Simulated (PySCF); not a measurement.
# Correlation energy of Se (selenium, neutral)

[Ar] 3d10 4s2 4p4, high-spin 3P determinant. Calculation: PySCF 2.14, in 6-31G* (5s4p3d, 32 functions); the non-relativistic Hamiltonian (point nucleus). Frozen: [Ar] 3d10; 6 electrons correlated.

MP2 pair energies summed by pair of shells (mhartree):

```tsv
pair	energy	share (%)
4p-4p	-32.44	46.6
4s-4p	-31.03	44.6
4s-4s	-6.10	8.8
```

Total MP2 correlation energy: -69.57 mhartree.

Same-spin part -17.00 and opposite-spin part -52.57 mhartree; SCS-MP2 scales them by 1/3 and 6/5 to -68.75 mhartree.

| level | correlation energy (mhartree) |
| --- | --- |
| CCSD | -85.20 |
| (T) | -1.10 |
| CCSD(T) | -86.30 |

Diagnostics: T1 = 0.0062, D1 = 0.0202, largest double amplitude 0.051.

Task: Is a single reference adequate?

Result: Yes, within this model without spin-orbit coupling: T1 lies below 0.03 and no double amplitude reaches 0.07.
